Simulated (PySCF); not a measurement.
Method: B3LYP-D3(BJ)/def2-TZVP (PySCF 2.14.0). Isolated molecules, 0 K electronic values unless said otherwise. One relaxed conformer stands for a flexible species; it need not be the lowest. B3LYP has the VWN-RPA correlation part, as in Gaussian. 

Reference species (SMILES): `[Si](N)(N)(N)S` (neutral, multiplicity 1).

| Property | Value |
|---|---|
| S1 oscillator strength | 0.005 |
| HOMO | -6.64 eV |

Changed species: `N[Si](N)(S)S` (2 of 4 NH2 replaced by SH; the reference has 1 of 4 NH2 replaced by SH).

Q: What does the change do to the S1 oscillator strength and HOMO?

A: the S1 oscillator strength is nearly the same; the HOMO decreases by 0.30 eV, to -6.94 eV.
